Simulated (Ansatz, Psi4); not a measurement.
Ansatz (a quantum-chemistry and plane-wave program) was given this input:
Ansatz 0.2 input:
```yaml
crystal:
  periodic: [false, false, false]
  atoms:
    - {symbol: C, position_ang: [0.01437225, 1.10467196, 0.00732222]}
    - {symbol: S, position_ang: [-0.00894335, -0.68739846, -0.00455636]}
    - {symbol: H, position_ang: [1.04719307, 1.44329523, 0.02596812]}
    - {symbol: H, position_ang: [-0.50936900, 1.45780609, 0.89203890]}
    - {symbol: H, position_ang: [-0.48096403, 1.46924225, -0.88903858]}
basis:
  gaussian:
    orbitals: def2-SVP
magnetization: {spin_polarized: true, initial_magnetization: 1}
correlation: {method: ccsd_t, electrons: outside_noble_gas}
accuracy: high
```

### Question
Convert this to an input for Psi4.

### Answer
One answer among several that fit: 
```
memory 2 GB

molecule {
0 2
C     0.01437225    1.10467196    0.00732222
S    -0.00894335   -0.68739846   -0.00455636
H     1.04719307    1.44329523    0.02596812
H    -0.50936900    1.45780609    0.89203890
H    -0.48096403    1.46924225   -0.88903858
}

set {
  basis def2-svp
  reference uhf
  freeze_core true
  mp2_type conv
  scf_type pk
  puream true
  d_convergence 1e-8
}

energy('ccsd(t)')
print_variables()
```

Both were run: Ansatz gave -437.254816 Eh and Psi4 -437.254816 Eh, 0.000 mEh apart.
